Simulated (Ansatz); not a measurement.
Task: Name a neutral molecule of C, Ga, Sn and H with HOMO energy (B3LYP/def2-TZVPP) between -5.95 and -5.65 eV and vertical ionisation energy (CCSD(T)/def2-TZVPP) between 7.50 and 7.80 eV (Ansatz, PBE0-D4/def2-TZVP geometry).

Result: `[CH3][Ga]1[CH2][SnH]1[CH3]` (-5.65 eV, 7.66 eV). Other molecules can fit too; these were computed, each in one conformer that needn't be the lowest.

B3LYP here is the variant with VWN-RPA as its local correlation; programs differ in this.
